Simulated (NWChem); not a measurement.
# Lowest excitation of AgCl

SMILES: [Cl][Ag]
```xyz
2

Ag     0.0000     0.0000    -0.6112
Cl     0.0000     0.0000     1.6899
```
Charge 0, spin multiplicity 1.

Program: NWChem. The geometry was optimised at PBE0/def2-SVP with def2 effective core potentials on Ag, a minimum by its harmonic frequencies.

Basis set: def2-SVPD. CR-EOMCCSD(T) is the triples correction to the same EOM-CCSD root.

| method | lowest vertical singlet excitation energy (eV) | difference from EOM-CCSD |
|---|---|---|
| TD-LDA (SVWN5) | 2.35 | -1.47 |
| TD-PBE | 2.40 | -1.42 |
| CIS | 4.85 | +1.04 |
| TD-B3LYP | 2.75 | -1.06 |
| EOM-CCSD | 3.81 | 0.00 |
| CR-EOMCCSD(T) | 3.74 | -0.07 |

The values span 2.51 eV, from TD-LDA (SVWN5) (lowest) to CIS (highest). 

Effective core potentials replace the inner electrons of Ag; spin-orbit coupling is left out. The correlated methods keep 9 core orbitals frozen. B3LYP has NWChem's definition, with VWN1-RPA local correlation. The structure started from a generated list of species. Differences from the coupled-cluster row are differences between methods, not errors against experiment.
